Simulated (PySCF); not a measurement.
A GIAO shielding run with PySCF (density fitting, non-relativistic, gas phase) on SMILES C=N[SiH2]O[SiH3], CH7NOSi2:

```
{"job": {"kind": "nmr", "xc": "PBE0", "basis": "cc-pVTZ", "pop": true}, "charge": 0, "multiplicity": 1}
C      2.346198     0.824174     0.396459
N      1.272881     0.603678    -0.227975
Si     0.511237    -0.961245    -0.425349
O     -1.043873    -0.835558     0.115429
Si    -2.330251     0.218292     0.070688
H      2.955400     0.041116     0.900102
H      2.750288     1.851146     0.478310
H      1.186348    -2.034760     0.366419
H      0.534374    -1.277551    -1.881054
H     -3.541791    -0.525851     0.516898
H     -2.094070     1.373501     0.985143
H     -2.544589     0.726309    -1.318132
```

Hardware: 1 thread of an Arm Neoverse V1, shared host. The job also computes population analyses, field gradients.

**Question.** How large is the calculation?

**Answer.** 56 electrons, 256 basis functions and 706 auxiliary functions.

**Question.** How long does it take?

**Answer.** 32 s of wall time, with 14 SCF cycles and 5 response iterations. Times on a shared host scatter by some tens of per cent.

**Question.** And these other runs on the same molecule and hardware: GIAO shielding at PBE0/IGLO-III; GIAO shielding at PBE0/aug-cc-pVDZ; GIAO shielding at PBE0/cc-pVDZ; GIAO shielding at PBE0/pcSseg-0?

**Answer.** PBE0/IGLO-III: 263 functions, 30 s; PBE0/aug-cc-pVDZ: 186 functions, 20 s; PBE0/cc-pVDZ: 113 functions, 10 s; PBE0/pcSseg-0: 67 functions, 5.4 s.
